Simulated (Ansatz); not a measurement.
Reactions of C2H8BrNOSi, SMILES `CC[Si](N)(O)Br`.

Computed with Ansatz on PBE0-D4/def2-TZVP structures; ΔE is electronic, products minus reactants. CCSD(T)/CBS is the MP2 limit (def2-TZVPP, def2-QZVPP) plus CCSD(T) − MP2 in def2-TZVPP, frozen cores. This one scheme is used for every species. DFT in def2-TZVPP. B3LYP here is the variant with VWN-RPA as its local correlation; programs differ in this. Elements past krypton have def2 core potentials. For Br, Sn outer-core shells are correlated without core-valence functions, which leaves a few kJ/mol of doubt a bond. Scalar relativity is left out up to krypton. Each species was taken in one conformer, which may not be the lowest.

| reaction | HF/CBS(def2) (kcal/mol) | B2PLYP (kcal/mol) | B3LYP-D4 (kcal/mol) | CCSD(T)/CBS(def2) (kcal/mol) |
| --- | --- | --- | --- | --- |
| `CC[Si](N)(O)Br` + H–F → `N[Si](O)(F)Br` + ethane | -43.4 | -37.9 | -36.2 | -34.7 |
| `CC[Si](N)(O)Br` + `BB(C)O` → `BB(C)OC` + `C[Si](N)(O)Br` | 6.5 | 8.0 | 7.6 | 9.3 |
| `CC[Si](N)(O)Br` + `OCF` → `CCOCF` + `N[SiH](O)Br` | 12.6 | 15.5 | 16.4 | 17.4 |
| `CC[Si](N)(O)Br` + `[OH][Sn][F]` → `C[O][Sn][F]` + `C[Si](N)(O)Br` | 5.6 | 6.7 | 6.2 | 8.5 |
| `CC[Si](N)(O)Br` + `CCSC` → `CCCSCC` + `N[SiH](O)Br` | 8.6 | 9.4 | 10.2 | 9.3 |

Largest T1 diagnostic: 0.018, for `[OH][Sn][F]`.
